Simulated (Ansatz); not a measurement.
Calculated with Ansatz (gas phase, PBE0-D4/def2-TZVP geometries, no zero-point term in ΔE). CBS: MP2 limit from def2 TZ/QZ plus the TZ coupled-cluster correction, frozen cores. DFT in def2-TZVPP. B3LYP here is the variant with VWN-RPA as its local correlation; programs differ in this. Elements past krypton have def2 core potentials. For Sb outer-core shells are correlated without core-valence functions, which leaves a few kJ/mol of doubt a bond. Each species was taken in one conformer, which may not be the lowest.

`C=NC[O][SbH2]` + `NCO[SiH3]` → `NC[O][SbH2]` + `C=NCO[SiH3]`  (redistribution)

`C=NC[O][SbH2]`:

Z-matrix (Å, degrees):
```
C
N 1 1.436
O 1 1.399 2 117.2
H 1 1.097 2 106.5 3 120.2
H 1 1.100 2 106.3 3 -126.1
C 2 1.259 1 119.4 3 -3.0
Sb 3 1.980 1 118.4 2 -90.4
H 6 1.089 2 118.6 1 -179.5
H 6 1.094 2 123.5 1 -0.3
H 7 1.717 3 95.4 1 117.4
H 7 1.711 3 92.4 1 -151.9
```

`NCO[SiH3]`:

Cartesian coordinates in Å:
```
N -1.647 0.483 -1.255
C -0.919 0.097 -0.103
O 0.491 0.057 -0.330
Si 1.580 -0.355 0.829
H -1.495 -0.164 -2.018
H -1.377 1.407 -1.566
H -1.257 -0.896 0.213
H -1.130 0.809 0.704
H 1.502 0.573 1.993
H 2.919 -0.274 0.202
H 1.333 -1.737 1.331
```

`NC[O][SbH2]`:

```xyz
10

N    -1.188   -0.340    0.316
C    -0.505    0.926    0.151
O     0.746    0.721   -0.425
Sb    1.676   -0.884    0.312
H    -1.627   -0.655   -0.539
H    -1.872   -0.327    1.059
H    -0.428    1.382    1.150
H    -1.037    1.629   -0.504
H     3.052   -0.453   -0.622
H     1.183   -1.999   -0.898
```

`C=NCO[SiH3]`:

```xyz
12

C    -0.332   -0.536   -2.248
N     0.765   -0.157   -1.761
C     0.859    0.135   -0.370
O    -0.342   -0.039    0.345
Si   -0.502    0.270    1.952
H    -1.243   -0.659   -1.657
H    -0.377   -0.753   -3.314
H     1.205    1.174   -0.281
H     1.643   -0.514    0.044
H    -0.177    1.693    2.248
H     0.413   -0.592    2.749
H    -1.913   -0.021    2.293
```

```
             level  ΔE (kJ/mol)  difference from CCSD(T)/CBS
            PBE-D4         -3.5                         -1.7
         r2SCAN-D4         -2.8                         -1.0
           PBE0-D4         -3.7                         -1.9
          B3LYP-D4         -1.7                          0.1
           ωB97X-V         -2.6                         -0.8
           ωB97M-V         -3.2                         -1.4
            B2PLYP         -1.3                          0.5
               PBE         -3.4                         -1.6
            r2SCAN         -2.9                         -1.1
              PBE0         -3.8                         -2.0
             B3LYP         -1.7                          0.1
     HF/def2-TZVPP         -0.9                          0.9
    MP2/def2-TZVPP         -1.5                          0.3
SCS-MP2/def2-TZVPP         -1.4                          0.4
   CCSD/def2-TZVPP         -1.4                          0.4
CCSD(T)/def2-TZVPP         -1.2                          0.6
     HF/def2-QZVPP         -0.6                          1.2
    MP2/def2-QZVPP         -1.8                          0.0
SCS-MP2/def2-QZVPP         -1.6                          0.2
      HF/CBS(def2)         -0.6                          1.2
     MP2/CBS(def2)         -2.1                         -0.3
    CCSD/CBS(def2)         -2.0                         -0.2
       CCSD(T)/CBS         -1.8                            0
```

Largest T1 diagnostic among the species: 0.014.
